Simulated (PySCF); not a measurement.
Vibration and rotation of HgH

UHF-CCSD(T) constants of HgH, ²Σ⁺ (doublet), unpaired electrons σ ↑ (Hg def2-SVPD with ECP60, H def2-SVPD; scalar-relativistic core potentials (PySCF 2.14); masses 201.9706 and 1.0078 u):

```
ωe              : 1201.1 cm⁻¹
ωexe            : 101.0 cm⁻¹
Be              : 5.2869 cm⁻¹
αe              : 0.427 cm⁻¹
D (centrifugal) : 0.000410 cm⁻¹
De to Hg + H    : 0.294 eV
```

Task: Give the vibrational terms G(v) and spacings up to v = 2.

Result: G(v) = ωe(v+½) − ωexe(v+½)².

```csv
v,G(v) (cm⁻¹),G(v) − G(v−1),Bv (cm⁻¹)
0,575,,5.073
1,1574,999,4.646
2,2372,797,4.219
```

Task: How well does the Morse estimate ωe²/(4ωexe) reproduce De, and what is D0?

Result: It gives 0.443 eV, 151 % of the computed De. D0 = De − G(0) = 0.294 − 0.071 = 0.223 eV.

Correlated steps freeze no core orbitals. The bond is weak. Basis-set superposition, not corrected here, can be much of De in a small basis, most of all at correlated wavefunction levels. Spin–orbit coupling is left out. The state was picked by a PBE0 search and need not be the measured ground state.
